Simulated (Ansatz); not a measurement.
Mulliken charges of `F[Si](F)(F)[SiH](Cl)Cl` from ωB97M-V/def2-TZVPP in Ansatz (PBE0-D4/def2-TZVP geometry).

```tsv
atom	x (Å)	y (Å)	z (Å)	charge (e)
F1	0.672	-1.094	1.926	-0.276
Si2	0.860	-0.727	0.403	0.850
F3	2.234	0.029	0.253	-0.273
F4	0.960	-2.079	-0.404	-0.276
Si5	-0.909	0.586	-0.372	0.307
Cl6	-0.937	2.304	0.728	-0.167
Cl7	-0.564	0.998	-2.340	-0.167
H8	-2.224	-0.075	-0.250	0.000
```

Q: By hand: the dipole of these point charges (1 e Å = 4.8032 D).

A: Σ q r = (-0.358, -0.122, 0.008) e Å, of length 0.378 e Å = 1.82 D.

Q: How does the dipole of the full density compare? (Estimate.)

A: Ansatz gave: (-0.279, 0.015, -0.040) e Å, 1.36 D; the point charges give 1.34 times that, at 24° from its direction.

Point charges leave out the atoms' own dipoles, such as those of lone pairs, and Mulliken's split depends on the basis, so the two needn't agree.
